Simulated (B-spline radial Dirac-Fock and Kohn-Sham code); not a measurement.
**The Co-like isoelectronic sequence (27 electrons), Z = 68 to 82**

The computed values come from a B-spline atomic structure program: relaxed Dirac-Fock hole states (ΔSCF) with Breit and QED corrections and a finite nucleus. Binding energies in eV, tabulated ground configurations ([Ar] 3d9 throughout). Electron correlation is not included.

```tsv
ion	1s	2s	3s	3p1/2	outermost level	NIST ionisation energy
Er⁴¹⁺	59513.0	11733.5	4058.6	3852.5	3289.1 (3d)	3265 ± 4
Tm⁴²⁺	61508.5	12187.5	4232.9	4021.8	3434.3 (3d)	3409 ± 4
Yb⁴³⁺	63543.9	12652.2	4411.3	4195.3	3582.7 (3d)	3555 ± 4
Lu⁴⁴⁺	65620.4	13127.9	4594.1	4373.1	3734.1 (3d)	3706 ± 4
Hf⁴⁵⁺	67739.1	13614.7	4781.1	4555.0	3888.7 (3d)	3858 ± 4
Ta⁴⁶⁺	69900.0	14112.8	4972.5	4741.3	4046.3 (3d)	4014 ± 4
W⁴⁷⁺	72103.6	14622.5	5168.4	4932.0	4207.1 (3d)	4180 ± 4
Re⁴⁸⁺	74351.0	15143.8	5368.7	5127.0	4371.1 (3d)	4335 ± 4
Os⁴⁹⁺	76642.3	15677.1	5573.6	5326.6	4538.1 (3d)	4501 ± 4
Ir⁵⁰⁺	?	?	?	?	?	?
Pt⁵¹⁺	81361.2	16780.3	5997.4	5739.6	4881.6 (3d)	4839 ± 4
Au⁵²⁺	83790.0	17350.8	6216.4	5953.0	5058.1 (3d)	5013 ± 4
Hg⁵³⁺	86265.9	17934.1	6440.3	6171.3	5237.7 (3d)	5191 ± 5
Tl⁵⁴⁺	88790.2	18530.6	6669.0	6394.4	5420.5 (3d)	5371 ± 5
Pb⁵⁵⁺	91363.3	19140.5	6902.8	6622.5	5606.5 (3d)	5555 ± 5
```

Task: Fill in the row of Ir⁵⁰⁺.

Result: 1s 78979.1, 2s 16222.5, 3s 5783.2, 3p1/2 5530.8, outermost 4708.3 (3d), NIST 4668 ± 4 eV.

NIST's values are for the lowest levels; a dash marks a value that is missing or belongs to another shell. Their kind here: semi-empirical, theoretical. Where a p, d or f shell is open in either ion the computed value averages over both j values and all terms, while the table refers to the lowest levels; that difference holds spin-orbit splitting (largest in heavy or highly charged ions), term energies where several electrons share open shells, and correlation, and it can reach 10 % or more.
